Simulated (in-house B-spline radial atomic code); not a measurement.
Configurations of In²⁺, with energies counted from [Kr] 4d10 5s1. Computed with a radial B-spline atomic code at the basis-set limit: scalar-relativistic (X2C) LC-wPBE, spin-polarised, spherical fractional occupations, exact exchange averaged over the configuration, Fermi nucleus of rms radius 4.6156 fm. Shells without spins written out take the highest spin.

Occupations are held fixed; configurations that lie above the ionisation limit could autoionise.

| configuration | E - E(ref) (eV) | highest orbital | its <r> (bohr) |
| --- | --- | --- | --- |
| [Kr] 4d9 5s2 | 14.706 | 5s down | 2.274 |
| [Kr] 4d9 5s1 6s1 | 30.925 | 6s up | 4.89 |
| [Ar] 3d10 4s2 4p5 4d10 5s1 5f1 | 99.997 | 5f up | 9.127 |
| [Ar] 3d9 4s2 4p6 4d10 5s2 | 440.94 | 5s down | 2.246 |
| [Ar] 3d9 4s2 4p6 4d10 5s1 5f1 | 465.29 | 5f up | 9.221 |

**Question.** Order these further configurations by energy, lowest first.
A. [Kr] 4d10 6f1
B. [Ar] 3d10 4s2 4p5 4d10 5s1 5d1
C. [Ar] 3d9 4s2 4p6 4d10 5s1 5p1
D. [Kr] 4d10 5p1
E. [Ar] 3d10 4s2 4p5 4d10 5s1 6d1

**Answer.** D (7.4402 eV), A (24.402 eV), B (92.625 eV), E (98.142 eV), C (447.38 eV).
